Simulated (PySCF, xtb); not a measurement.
Mg(F)(OH) (FHMgO), SMILES [OH][Mg][F]. One conformer was computed; it need not be the lowest.

Harmonic wavenumbers (cm⁻¹) from xtb 6.7.1 with GFN2-xTB at its own minimum, in rising order: 106, 202, 514, 581, 681, 3660.

**Question.** What does PBE-D3(BJ)/def2-TZVP (PySCF 2.14.0) give at its own minimum? (Estimate from the structure and the level; the computed values follow.)

**Answer.** 154, 161, 290, 564, 861, 3881. Paired by order, the mean absolute difference is 122 cm⁻¹ and the zero-point energies are 8.2 and 8.5 kcal/mol.
